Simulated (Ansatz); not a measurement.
Cost and result for the atomization energy of C3H8BClO, SMILES `CCOB(C)Cl` (14 atoms, 13 bonds).

Cartesian coordinates in Å:
```
C 0.5207 -2.2276 0.6457
C 0.7105 -0.7420 0.8046
O -0.1265 -0.0712 -0.1334
B -0.2047 1.2598 -0.2705
C -1.1536 1.9032 -1.3266
Cl 0.7898 2.3182 0.7709
H -0.5182 -2.5076 0.8298
H 1.1536 -2.7628 1.3570
H 0.7891 -2.5471 -0.3630
H 0.4487 -0.4155 1.8151
H 1.7505 -0.4545 0.6261
H -1.6952 1.1499 -1.9004
H -0.5873 2.5348 -2.0173
H -1.8774 2.5625 -0.8383
```

Total charge 0; spin multiplicity 1. Geometry: relaxed with PBE0-D4/def2-TZVP. It is one conformer, not always the lowest. Program: Ansatz. All runs use 2 threads of an AMD EPYC 7R13 on a shared host and a share of an NVIDIA H100 80 GB. Times are those of one run each, without the atoms' runs, and a repeat can differ threefold. Electronic energies, without spin–orbit coupling; frozen cores. CCSD(T)/CBS adds CCSD(T) − MP2 in def2-TZVPP to the MP2 limit, and its time is that of the two runs behind it. T1 = 0.011. B3LYP takes the VWN-RPA correlation (the form of Gaussian; ORCA's B3LYP/G).

CCSD(T)/CBS is a level of theory with its own doubt, some kJ/mol a heavy atom from the limit and from the frozen cores, so smaller differences don't rank the functionals.

```csv
level,functions,wall time
r2SCAN-D4/def2-TZVPP (with forces),309,3.9 s
PBE0-D4/def2-TZVPP,309,4.4 s
PBE-D4/def2-TZVPP (with forces),309,6 s
B3LYP-D4/def2-TZVPP (with forces),309,7 s
CCSD(T)/def2-TZVPP,309,10 s
ωB97M-V/def2-TZVPP (with forces),309,15 s
ωB97X-V/def2-TZVPP,309,15 s
B2PLYP/def2-TZVPP,309,16 s
MP2/def2-QZVPP,595,19 s
CCSD(T)/CBS(def2),–,29 s
```

Problem. What atomization energy does each give, and how far from CCSD(T)/CBS? (Best estimate.)

Solution. The calculation gave: 
```tsv
level	atomization (kcal/mol)	difference from CCSD(T)/CBS	per bond
r2SCAN-D4/def2-TZVPP (with forces)	1347.3	9.7	0.7
PBE0-D4/def2-TZVPP	1348.1	10.5	0.8
PBE-D4/def2-TZVPP (with forces)	1366.9	29.3	2.3
B3LYP-D4/def2-TZVPP (with forces)	1339.6	2.0	0.2
CCSD(T)/def2-TZVPP	1308.3	-29.3	-2.3
ωB97M-V/def2-TZVPP (with forces)	1345.3	7.7	0.6
ωB97X-V/def2-TZVPP	1341.3	3.7	0.3
B2PLYP/def2-TZVPP	1327.7	-9.9	-0.8
MP2/def2-QZVPP	1348.5	10.9	0.8
CCSD(T)/CBS(def2)	1337.6	0.0	0.0
```

From PBE to PBE0 (25 % exact exchange), in def2-TZVPP and without D4, the atomization energy moves by −17.9 kcal/mol: exact exchange takes away binding that semilocal exchange gives to molecules. In def2-TZVPP, CCSD(T) changes the Hartree–Fock value by +294.0 kcal/mol (the triples alone add +17.6 kcal/mol) and MP2 by +317.0 kcal/mol; breaking electron pairs costs correlation energy, which Hartree–Fock lacks. The D4 term adds +10.2 kcal/mol with B3LYP and +5.4 kcal/mol with PBE0; it sums over pairs of atoms, weighted by their polarisabilities, and B3LYP, whose exchange is more repulsive, gets the larger term.
